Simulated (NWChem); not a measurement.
A series in which one site is exchanged, each optimised at PBE0/def2-SVP with NWChem, gas phase unless a solvent is named. All stand in one matching conformer (torsions within 35°), which need not be the lowest. This build's default masses of Se (78.918 u) and Br (79.917 u) are each other's, which moves their modes by up to 0.6 %. Some are not confirmed as minima by frequencies. def2 effective core potentials on Cd; no spin-orbit coupling.

A: [OH][Be][SeH] (BeH₂SeO; site = Be)
B: [OH][Zn][SeH] (ZnH2SeO; site = Zn)
C: O[Se][SeH] (H$_{2}$Se$_{2}$O; site = Se)
D: [OH][Cd][SeH] (CdH$_{2}$SeO; site = Cd)

### Question
Rank them by lowest singlet excitation, B3LYP/def2-SVPD, TDA (eV), lowest first.

### Answer
C (3.89), D (3.99), B (4.44), A (5.08)
